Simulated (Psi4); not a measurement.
Job for Psi4: SAPT0/aug-cc-pVDZ on GaH6N (a complex).

```
memory 1800 MB

molecule dimer {
0 1
Ga    0.47028930   -0.36793714    0.77091002
H     0.08717462   -1.90124178    0.83917580
H    -0.28102932    0.54110830   -0.28343333
H     1.92853494    0.05567303    1.21425464
--
0 1
N    -0.59425037    0.29204150    2.55530290
H    -1.58757803    0.10579508    2.46808189
H    -0.25005719   -0.19355090    3.37672084
H    -0.46835167    1.28839341    2.69822457
units angstrom
symmetry c1
no_reorient
no_com
}

set {
  basis aug-cc-pVDZ
  scf_type df
  freeze_core true
}

energy('sapt0')
```

Program output:

```
[...]
==> Input File <==

--------------------------------------------------------------------------
memory 1800 MB

molecule dimer {
0 1
Ga    0.47028930   -0.36793714    0.77091002
H     0.08717462   -1.90124178    0.83917580
H    -0.28102932    0.54110830   -0.28343333
H     1.92853494    0.05567303    1.21425464
--
0 1
N    -0.59425037    0.29204150    2.55530290
H    -1.58757803    0.10579508    2.46808189
H    -0.25005719   -0.19355090    3.37672084
H    -0.46835167    1.28839341    2.69822457
units angstrom
symmetry c1
no_reorient
no_com
}

set {
  basis aug-cc-pVDZ
  scf_type df
  freeze_core true
}

energy('sapt0')
--------------------------------------------------------------------------


   => Loading Basis Set <=

    Name: AUG-CC-PVDZ
    Role: ORBITAL
    Keyword: BASIS
    atoms 1        entry GA         line  2890 file aug-cc-pvdz.gbs
    atoms 2-4, 6-8 entry H          line    40 file aug-cc-pvdz.gbs
    atoms 5        entry N          line   218 file aug-cc-pvdz.gbs

   => Loading Basis Set <=

    Name: AUG-CC-PVDZ
    Role: ORBITAL
    Keyword: BASIS
    atoms 1        entry GA         line  2890 file aug-cc-pvdz.gbs
    atoms 2-4, 6-8 entry H          line    40 file aug-cc-pvdz.gbs
    atoms 5        entry N          line   218 file aug-cc-pvdz.gbs


  //>>>>>>>>>>>>>>>>>>>>>>>>>>>>>>>>>>>//
  //              Dimer HF             //
  //<<<<<<<<<<<<<<<<<<<<<<<<<<<<<<<<<<<//

   => Libint2 <=

    Primary   basis highest AM E, G, H:  7, 6, 3
    Auxiliary basis highest AM E, G, H:  7, 7, 4
    Onebody   basis highest AM E, G, H:  -, -, -
    Solid Harmonics ordering:            Gaussian


   => Loading Basis Set <=

    Name: AUG-CC-PVDZ
    Role: ORBITAL
    Keyword: BASIS
    atoms 1        entry GA         line  2890 file aug-cc-pvdz.gbs
    atoms 2-4, 6-8 entry H          line    40 file aug-cc-pvdz.gbs
    atoms 5        entry N          line   218 file aug-cc-pvdz.gbs


         ---------------------------------------------------------
                                   SCF
               by Justin Turney, Rob Parrish, Andy Simmonett
                          and Daniel G. A. Smith
                              RHF Reference
                        1 Threads,   1716 MiB Core
         ---------------------------------------------------------

  ==> Geometry <==

    Molecular point group: c1
    Full point group: C1

    Geometry (in Angstrom), charge = 0, multiplicity = 1:

       Center              X                  Y                   Z               Mass
    ------------   -----------------  -----------------  -----------------  -----------------
         GA           0.470289300000    -0.367937140000     0.770910020000    68.925573500000
         H            0.087174620000    -1.901241780000     0.839175800000     1.007825032230
         H           -0.281029320000     0.541108300000    -0.283433330000     1.007825032230
         H            1.928534940000     0.055673030000     1.214254640000     1.007825032230
         N           -0.594250370000     0.292041500000     2.555302900000    14.003074004430
         H           -1.587578030000     0.105795080000     2.468081890000     1.007825032230
         H           -0.250057190000    -0.193550900000     3.376720840000     1.007825032230
         H           -0.468351670000     1.288393410000     2.698224570000     1.007825032230

  Running in c1 symmetry.

  Rotational constants: A =      0.39554  B =      0.10209  C =      0.08531 [cm^-1]
  Rotational constants: A =  11857.89974  B =   3060.46888  C =   2557.49415 [MHz]
  Nuclear repulsion =  119.786494390839295

  Charge       = 0
  Multiplicity = 1
  Electrons    = 44
  Nalpha       = 22
  Nbeta        = 22

  ==> Algorithm <==

  SCF Algorithm Type is DF.
  DIIS enabled.
  MOM disabled.
  Fractional occupation disabled.
  Guess Type is SAD.
  Energy threshold   = 1.00e-08
  Density threshold  = 1.00e-08
  Integral threshold = 1.00e-12

  ==> Primary Basis <==

  Basis Set: AUG-CC-PVDZ
    Blend: AUG-CC-PVDZ
    Number of shells: 53
    Number of basis functions: 113
    Number of Cartesian functions: 118
    Spherical Harmonics?: true
    Max angular momentum: 2

   => Loading Basis Set <=

    Name: (AUG-CC-PVDZ AUX)
    Role: JKFIT
    Keyword: DF_BASIS_SCF
    atoms 1        entry GA         line   936 file aug-cc-pvdz-jkfit.gbs
    atoms 2-4, 6-8 entry H          line    70 file aug-cc-pvdz-jkfit.gbs
    atoms 5        entry N          line   212 file aug-cc-pvdz-jkfit.gbs

  ==> Integral Setup <==

  DFHelper Memory: AOs need 0.049 GiB; user supplied 1.257 GiB.
  SCF_SUBTYPE=INCORE selected. In-core MEM_DF algorithm will be used.
  Using in-core AOs.

  ==> MemDFJK: Density-Fitted J/K Matrices <==

    J tasked:                   Yes
    K tasked:                   Yes
    wK tasked:                   No
    OpenMP threads:               1
    Algorithm:                 Core
    Schwarz Cutoff:           1E-12
    Mask sparsity (%):       0.0000
    Fitting Con
[...]
  109A     30.641336   110A    101.245686
     111A    101.423724   112A    101.423729   113A    543.859955

    Final Occupation by Irrep:
              A
    DOCC [     5 ]
    NA   [     5 ]
    NB   [     5 ]

  @DF-RHF Final Energy:   -56.20590300743365

   => Energetics <=

    Nuclear Repulsion Energy =             11.9204287637795563
    One-Electron Energy =                 -99.5018220875342081
    Two-Electron Energy =                  31.3754903163210095
    Total Energy =                        -56.2059030074336476

Computation Completed


Properties will be evaluated at   0.000000,   0.000000,   0.000000 [a0]

Properties computed using the SCF density matrix


 Multipole Moments:

 ------------------------------------------------------------------------------------
     Multipole            Electronic (a.u.)      Nuclear  (a.u.)        Total (a.u.)
 ------------------------------------------------------------------------------------

 L = 1.  Multiply by 2.5417464519 to convert [e a0] to [Debye]
 Dipole X            :         11.9239204          -12.2184768           -0.2945564
 Dipole Y            :         -5.9493425            6.1320254            0.1826829
 Dipole Z            :        -49.4519671           49.9457404            0.4937733
 Magnitude           :                                                    0.6032816

 ------------------------------------------------------------------------------------

  Constructing Basis Sets for SAPT...

   => Loading Basis Set <=

    Name: (AUG-CC-PVDZ AUX)
    Role: RIFIT
    Keyword: DF_BASIS_SAPT
    atoms 1        entry GA         line   690 file aug-cc-pvdz-ri.gbs
    atoms 2-4, 6-8 entry H          line    30 file aug-cc-pvdz-ri.gbs
    atoms 5        entry N          line   158 file aug-cc-pvdz-ri.gbs

   => Loading Basis Set <=

    Name: (AUG-CC-PVDZ AUX)
    Role: JKFIT
    Keyword: DF_BASIS_ELST
    atoms 1        entry GA         line   936 file aug-cc-pvdz-jkfit.gbs
    atoms 2-4, 6-8 entry H          line    70 file aug-cc-pvdz-jkfit.gbs
    atoms 5        entry N          line   212 file aug-cc-pvdz-jkfit.gbs


  //>>>>>>>>>>>>>>>>>>>>>>>>>>>>>>>>>>>//
  //               SAPT0               //
  //<<<<<<<<<<<<<<<<<<<<<<<<<<<<<<<<<<<//



        SAPT0
    Ed Hohenstein
     6 June 2009

      Orbital Information
  --------------------------
    NSO        =       113
    NMO        =       113
    NRI        =       340
    NRI (Elst) =       472
    NOCC A     =        17
    NOCC B     =         5
    FOCC A     =         9
    FOCC B     =         1
    NVIR A     =        96
    NVIR B     =       108

    Elst10,r            =    -0.088547256840 [Eh]
    Exch10              =     0.086398888123 [Eh]
    Exch10 (S^2)        =     0.082732879834 [Eh]

    Maxiter = 50
    CPHF R converge = 1.000000E-08

    Iter     Energy [mEh]          dE [mEh]         Residual      Time [s]
       1      -8.31273062       8.312730616     1.281943e-02             0
       2      -9.60532532       1.292594702     3.459647e-03             0
       3      -9.72563294       0.120307627     4.337827e-04             0
       4      -9.70462232      -0.021010625     5.932082e-05             0
       5      -9.70608256       0.001460239     7.560127e-06             0
       6      -9.70599823      -0.000084327     8.462056e-07             0
       7      -9.70600018       0.000001943     1.004656e-07             0
       8      -9.70600069       0.000000511     1.201852e-08             0
       9      -9.70600055      -0.000000133     2.518623e-09             0

    CHF Iterations converged

    Maxiter = 50
    CPHF R converge = 1.000000E-08

    Iter     Energy [mEh]          dE [mEh]         Residual      Time [s]
       1    -178.54905334     178.549053338     6.857330e-02             0
       2    -223.48532683      44.936273487     1.451697e-02             0
       3    -221.92542019      -1.559906636     3.152455e-03             0
       4    -221.76020390      -0.165216286     1.027575e-03             0
       5    -221.81592284       0.055718933     2.613486e-04             0
       6    -221.84815118       0.032228343     6.035295e-05             0
       7    -221.83962936      -0.008521824     6.690049e-06             0
       8    -221.84016792       0.000538561     6.730784e-07             0
       9    -221.84013903      -0.000028891     1.511248e-07             0
      10    -221.84014427       0.000005248     5.287534e-08             0
      11    -221.84014296      -0.000001317     5.889185e-09             0

    CHF Iterations converged

    Ind20,r (A<-B)      =    -0.009706000552 [Eh]
    Ind20,r (B<-A)      =    -0.221840142957 [Eh]
    Ind20,r             =    -0.231546143509 [Eh]
    Exch-Ind20,r (A<-B) =     0.006743456626 [Eh]
    Exch-Ind20,r (B<-A) =     0.180450691842 [Eh]
    Exch-Ind20,r        =     0.187194148468 [Eh]
    Disp20              =    -0.015257251839 [Eh]
    Disp20 (SS)         =    -0.007628625920 [Eh]
    Disp20 (OS)         =    -0.007628625920 [Eh]
    Exch-Disp20         =     0.003341068610 [Eh]
    Exch-Disp20 (SS)    =     0.001894757948 [Eh]
    Exch-Disp20 (OS)    =     0.001446310662 [Eh]

    SAPT Results
  --------------------------------------------------------------------------------------------------------
    Electrostatics                -88.54725684 [mEh]     -55.56424254 [kcal/mol]    -232.48079080 [kJ/mol]
      Elst10,r                    -88.54725684 [mEh]     -55.56424254 [kcal/mol]    -232.48079080 [kJ/mol]

    Exchange                       86.39888812 [mEh]      54.21612082 [kcal/mol]     226.84024952 [kJ/mol]
      Exch10                       86.39888812 [mEh]      54.21612082 [kcal/mol]     226.84024952 [kJ/mol]
      Exch10(S^2)                  82.73287983 [mEh]      51.91566589 [kcal/mol]     217.21514608 [kJ/mol]

    Induction                     -30.93423756 [mEh]     -19.41152713 [kcal/mol]     -81.21782952 [kJ/mol]
      Ind20,r                    -231.54614351 [mEh]    -145.29739867 [kcal/mol]    -607.92431603 [kJ/mol]
      Exch-Ind20,r                187.19414847 [mEh]     117.46610160 [kcal/mol]     491.47816909 [kJ/mol]
      delta HF,r (2)               13.41775748 [mEh]       8.41976994 [kcal/mol]      35.22831742 [kJ/mol]

    Dispersion                    -11.91618323 [mEh]      -7.47751787 [kcal/mol]     -31.28593476 [kJ/mol]
      Disp20                      -15.25725184 [mEh]      -9.57407007 [kcal/mol]     -40.05790918 [kJ/mol]
      Exch-Disp20                   3.34106861 [mEh]       2.09655221 [kcal/mol]       8.77197443 [kJ/mol]
      Disp20 (SS)                  -7.62862592 [mEh]      -4.78703504 [kcal/mol]     -20.02895459 [kJ/mol]
      Disp20 (OS)                  -7.62862592 [mEh]      -4.78703504 [kcal/mol]     -20.02895459 [kJ/mol]
      Exch-Disp20 (SS)              1.89475795 [mEh]       1.18897856 [kcal/mol]       4.97468631 [kJ/mol]
      Exch-Disp20 (OS)              1.44631066 [mEh]       0.90757364 [kcal/mol]       3.79728812 [kJ/mol]

  Total HF                        -33.08260627 [mEh]     -20.75964885 [kcal/mol]     -86.85837080 [kJ/mol]
  Total SAPT0                     -44.99878950 [mEh]     -28.23716672 [kcal/mol]    -118.14430556 [kJ/mol]

  Special recipe for scaled SAPT0 (see Manual):
    Electrostatics sSAPT0         -88.54725684 [mEh]     -55.56424254 [kcal/mol]    -232.48079080 [kJ/mol]
    Exchange sSAPT0                86.39888812 [mEh]      54.21612082 [kcal/mol]     226.84024952 [kJ/mol]
    Induction sSAPT0               -4.93078972 [mEh]      -3.09411726 [kcal/mol]     -12.94578663 [kJ/mol]
    Dispersion sSAPT0             -11.45206988 [mEh]      -7.18628234 [kcal/mol]     -30.06740533 [kJ/mol]
  Total sSAPT0                    -18.53122832 [mEh]     -11.62852133 [kcal/mol]     -48.65373325 [kJ/mol]
  --------------------------------------------------------------------------------------------------------



*** Psi4 exiting successfully. Buy a developer a beer!
```

The run finished.

Cost: about 23 core-seconds (a rough figure).
